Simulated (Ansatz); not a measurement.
Frontier orbitals of C$_{2}$H$_{4}$BFO (`CC1(F)BO1`).

The species carries charge 0 and has multiplicity 1. The structure was optimised at the PBE0-D4/def2-TZVP level. Basis def2-TZVPP, the Gaussian-basis code of Ansatz.

Orbital energies of one run (eV). Highest occupied ones, from the top: -6.83, -8.98, -9.19, -10.10, -10.34, -10.89, -11.33, -12.51, -13.19, -13.92, -16.01, -19.86, -28.39, -32.14. Empty: -1.47, 1.31, 1.70, 1.95, 2.63, 2.92.

Q: Which functional gave them?
A. B3LYP
B. PBE0
C. BHLYP
D. r2SCAN

A: D. HOMO energies: r2SCAN -6.83, B3LYP -7.83, BHLYP -9.41, PBE0 -8.02 eV.

B3LYP here is the variant with VWN-RPA as its local correlation; programs differ in this.
